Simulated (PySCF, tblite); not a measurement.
Isomers of C8H9O (doublet state), one GFN2-xTB conformer each. Single-point energies are computed at B3LYP/pcH-1 (PySCF, gas phase, no added dispersion term), electronic only. GFN2-xTB treats the open shell by occupation alone, and not every SCF solution was tested for stability.

Question: Rank them by B3LYP/pcH-1 energy, lowest first (kJ/mol).
A. `[CH3:1]/[CH:2]=[C:3]1\[CH:4]=[C:5]([CH:6]=[O:7])[C:8]1[CH3:9]` (doublet state) with C4–C5–C6–O7 -179°
B. `C1=CC[C]2CCOC2=C1` [radical]
C. `[CH3:1][C:2](=[O:3])[C:4]1=[CH:5][CH2:6][CH:7]=[C:8][CH2:9]1` (doublet state) with C1–C2–C4–C5 179°
D. `[CH2:1][c:2]1[cH:3][cH:4][c:5]([C:6](=[CH2:7])[CH3:8])[o:9]1` (doublet state) with H–C1–C2–C3 0° and 180°, C4–C5–C6–C7 180°

Answer: D (0.0), B (1.8), C (116.3), A (135.8).

As drawn, the highest has a four-membered ring, which the lowest lacks. Neighbours under 21 kJ/mol apart ([CH2]c1ccc(C(=C)C)o1 and C1=CC[C]2CCOC2=C1; CC(=O)C1=CCC=[C]C1 and C/C=C1\C=C(C=O)[C]1C) can change places with a better method, another conformer or zero-point energy. GFN2-xTB itself gives, in the same order: 51.5, 0.0, 216.4, 240.2. GFN2-xTB puts C1=CC[C]2CCOC2=C1 lowest instead; measured from each level's own lowest isomer, the values differ by up to 104.4 kJ/mol (C/C=C1\C=C(C=O)[C]1C: 240.2 against 135.8).

Question: What happens when harmonic zero-point energies from GFN2-xTB frequencies are added?

Answer: 
| SMILES | ZPE (kJ/mol) | electronic (kJ/mol) | with ZPE (kJ/mol) |
| --- | --- | --- | --- |
| [CH2]c1ccc(C(=C)C)o1 | 373.2 | 0.0 | 0.0 |
| C1=CC[C]2CCOC2=C1 | 381.1 | 1.8 | 9.7 |
| CC(=O)C1=CCC=[C]C1 | 373.7 | 116.3 | 116.9 |
| C/C=C1\C=C(C=O)[C]1C | 365.4 | 135.8 | 128.0 |

The zero-point energies span 15.7 kJ/mol. The order is unchanged.
